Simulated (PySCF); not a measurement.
Telling isomers of C₇H₉Cl apart by NMR

[PySCF: σ from GIAO-PBE0/pcSseg-1; structure optimised with GFN2-xTB; in vacuum; non-relativistic Hamiltonian; one computed conformer; one averaged value for each set of equivalent atoms]

Shifts are taken against calculated references (same method and geometry level): TMS for 1H (31.72 ppm), 13C (186.93 ppm). Where no couplings were computed, multiplicities follow the n + 1 count of equivalent neighbours, and m marks all less simple cases (inequivalent or close neighbours, rings, F or P nearby). Shifts are as computed. Against solution values, carbons near 30 ppm lie about +3 ppm off and those near 130 ppm about +5 ppm; carbons on Cl a further +6 ppm (rms about the fit 2.1 ppm; single classes can miss by 10 ppm). Of 1328 compounds with measured shifts, 309 miss one by over three times the rms of a fit or turn the order of signals round; such compounds aren't used in these exercises. Signals without a measured value on file couldn't be tested in this way; 1H shifts scatter by 0.2 ppm about their fit, and single ones miss by 0.5 ppm. Carbons bonded to Cl come out too deshielded.

(1) Tabulate the signals of `Cl[C@]12C[C@@H]3[C@H](C1)[C@@H]3C2`, `C=CC(/C=C\Cl)=C/C` and their relative energies.

(2) What is the quickest way to tell Cl[C@]12C[C@@H]3[C@H](C1)[C@@H]3C2 from C=CC(/C=C\Cl)=C/C?

Results:

(1) 
```tsv
SMILES	carbon types	δC	δH	E rel. (kcal/mol)
Cl[C@]12C[C@@H]3[C@H](C1)[C@@H]3C2	1×C 3×CH 3×CH2	66.1, 44.7, 15.4	1.65 (m, 6H), 1.17 (m, 3H)	0.0
C=CC(/C=C\Cl)=C/C	1×C 4×CH 1×CH2 1×CH3	143.7, 143.5, 138.3, 137.6, 137.2, 120.7, 19.2	6.55 (m, 1H), 6.50 (m, 1H), 6.48 (m, 1H), 5.94 (q, 1H), 5.45 (m, 1H), 5.32 (m, 1H), 1.94 (d, 3H)	33.8
```

Energies are electronic energies at PBE0/pcSseg-1 on these geometries, without zero-point or thermal terms, each for the one conformer computed, which needn't be the lowest.

(2) Count the carbon signals: 3 against 7. The first has a fully substituted sp3 carbon bonded to Cl (C) at 66.1 ppm, the second an alkene CH at 143.7 ppm. In the proton spectra the most deshielded non-exchanging signals are 1.65 (m, 6H) and 6.55 (m, 1H).
